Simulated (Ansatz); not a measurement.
Mulliken charges of Cl$_{3}$NbS (`[S]=[Nb]([Cl])([Cl])[Cl]`) from ωB97M-V/def2-TZVPP in Ansatz (PBE0-D4/def2-TZVP geometry).

```tsv
atom	x (Å)	y (Å)	z (Å)	charge (e)
S1	-0.659	-0.200	1.988	-0.214
Nb2	0.011	-0.014	-0.011	0.848
Cl3	1.835	-1.327	-0.263	-0.211
Cl4	-1.661	-0.690	-1.376	-0.211
Cl5	0.524	2.157	-0.380	-0.211
```

Task: By hand: the dipole of these point charges (1 e Å = 4.8032 D).

Result: Σ q r = (0.003, 0.001, -0.009) e Å, of length 0.010 e Å = 0.05 D.

Task: How does the dipole of the full density compare? (Estimate.)

Result: Ansatz gave: (0.037, 0.010, -0.109) e Å, 0.55 D; the point charges give 0.09 times that, at 1° from its direction.

Point charges leave out the atoms' own dipoles, such as those of lone pairs, and Mulliken's split depends on the basis, so the two needn't agree.
